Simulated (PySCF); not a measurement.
germyloxygermane (Ge2H6O), SMILES [GeH3][O][GeH3]. Atoms are numbered in the order given.

```xyz
9

O      0.0000     0.0000     0.7159
Ge    -1.6003     0.0000    -0.0647
H     -2.6160     0.0000     1.0818
H     -1.7438     1.2617    -0.9374
H     -1.7438    -1.2617    -0.9374
Ge     1.6003     0.0000    -0.0647
H      1.7438    -1.2617    -0.9374
H      1.7438     1.2617    -0.9374
H      2.6160     0.0000     1.0818
```
Charge 0, spin multiplicity 1.

Coordinates come from a r2SCAN-D4/def2-SVP optimisation.

Computed with PBE0/pcSseg-1 in PySCF.

GIAO shieldings, no solvent; atoms alike by connectivity are averaged. δ = σ(ref) − σ: ¹⁷O against H2O (σ = 334.2 ppm); ⁷³Ge against GeH4 (σ = 1658.3 ppm); ¹H against TMS (σ = 31.56 ppm), references at their B3LYP-D3(BJ)/def2-TZVP geometries, non-relativistic.

Estimate the chemical shifts. (An estimate is asked for; the answer gives what the named calculation found.)


```tsv
nucleus	atoms	count	δ (ppm)
¹⁷O	O1	1	-22.8
⁷³Ge	Ge2, Ge6	2	259.8
¹H	H3, H4, H5, H7, H8, H9	6	5.35
```
